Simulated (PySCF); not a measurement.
Q: Write Cartesian coordinates for InChI=1S/C3H8BN/c5-4-3-1-2-3/h3-4H,1-2,5H2 as optimised with PBE0-D3(BJ)/def2-SVP.

A: 
```xyz
13
C3H8BN angstrom
N      2.3447    0.1560    0.0495
B      1.0172    0.2164    0.4734
C     -0.1766   -0.1604   -0.4489
C     -1.4009   -0.8023    0.1777
C     -1.4775    0.6046   -0.2898
H      3.1243    0.4019    0.6436
H      2.6183   -0.1357   -0.8802
H      0.8017    0.5825    1.6131
H      0.0414   -0.4887   -1.4726
H     -1.3796   -0.9950    1.2542
H     -1.9196   -1.5697   -0.4034
H     -2.0493    0.8182   -1.1970
H     -1.5108    1.4029    0.4572
```

Any rigid rotation of these coordinates is as good. Atoms count from 1 in this order. B2 (three-coordinate boron) is planar (angles 122.7°, 119.5° and 117.8°, sum 360.0°, 0.00 Å off the plane of its three neighbours). The 3 C–C bonds span 1.485 Å (C4–C5, drawn single) to 1.518 Å (C3–C4, drawn single), a spread of 0.033 Å. The 3-membered ring C3–C4–C5 has internal angles of 58.6° to 60.7°. N1 (boron-bound nitrogen) is planar (angles 123.3°, 123.0° and 113.7°, sum 360.0°, 0.00 Å off the plane of its three neighbours).

Bonds between heavy atoms (Å): N1–B2 1.395, B2–C3 1.555, C3–C4 1.518, C4–C5 1.485, C3–C5 1.518.

Level of theory: PBE0-D3(BJ)/def2-SVP geometry optimisation, gas phase in PySCF 2.14.0.

Point group: Cs (every atom within 0.08 Å of its image). No PBE0-D3(BJ)/def2-SVP frequencies stand behind this structure, so it isn't proved a minimum. The numbers are those of one conformer (N1–B2–C3–C4 147°).

Time: 63 s wall; peak memory 0.45 GiB. Hardware: one thread of an Arm Neoverse N1, no GPU, on a shared host. That covers the optimisation of the geometry.
